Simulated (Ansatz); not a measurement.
`C[CH2][Al]([F])[Cl]` + H–F → `C[CH2][Al]([F])[F]` + HCl  (ligand exchange at the Al–Cl bond)

Isolated molecules relaxed with PBE0-D4/def2-TZVP in Ansatz; ΔE leaves out vibrations. CCSD(T)/CBS is the MP2 limit (def2-TZVPP, def2-QZVPP) plus CCSD(T) − MP2 in def2-TZVPP, frozen cores. This one scheme is used for every species. Functionals use def2-TZVPP. Each species was taken in one conformer, which may not be the lowest.

`C[CH2][Al]([F])[Cl]`:

```xyz
10

C    -0.993   -0.239   -0.851
C     0.189   -0.671    0.014
Al    1.071    0.738    1.010
F     2.386    0.416    1.945
Cl    0.428    2.727    0.972
H    -1.440   -1.090   -1.373
H    -1.781    0.230   -0.256
H    -0.695    0.489   -1.609
H    -0.121   -1.432    0.742
H     0.956   -1.167   -0.593
```

H–F:

```xyz
2

F     0.413   -0.171    0.106
H    -0.413    0.171   -0.106
```

`C[CH2][Al]([F])[F]`:

Z-matrix (Å, degrees):
```
C
C 1 1.529
H 1 1.092 2 111.8
H 1 1.093 2 111.4 3 -120.2
H 1 1.092 2 111.8 3 119.6
Al 2 1.937 1 116.0 3 -60.1
H 2 1.097 1 110.7 3 62.4
H 2 1.097 1 110.6 3 177.7
F 6 1.645 2 121.6 1 178.5
F 6 1.645 2 122.2 1 -1.6
```

HCl:

```xyz
2

Cl   -0.202    0.191   -0.576
H     0.202   -0.191    0.576
```

| species | BHLYP-D4 energy (Eh) |
| --- | --- |
| `C[CH2][Al]([F])[Cl]` | -881.87850 |
| H–F | -100.45188 |
| `C[CH2][Al]([F])[F]` | -521.52125 |
| HCl | -460.81729 |

(1) Work out ΔE.

Largest T1 diagnostic among the species: 0.012.

Answers

(1) ΔE = (-521.52125) + (-460.81729) − (-881.87850) − (-100.45188) = -0.00816 Eh = -21.4 kJ/mol. CCSD(T)/CBS gives -19.2 kJ/mol.

From BLYP to BHLYP (50 % exact exchange), in def2-TZVPP and without D4, ΔE moves by +6.5 kJ/mol. The D4 term adds +4.7 kJ/mol with B3LYP and +2.7 kJ/mol with PBE0; it sums over pairs of atoms, weighted by their polarisabilities, and B3LYP, whose exchange is more repulsive, gets the larger term. Leaving LDA and LC-ωPBE aside and taking each functional with its dispersion term where it has one, the values, not all of them listed here, spread over 13.3 kJ/mol, from CAM-B3LYP-D4 to HSE06-D4.

B3LYP here is the variant with VWN-RPA as its local correlation; programs differ in this.
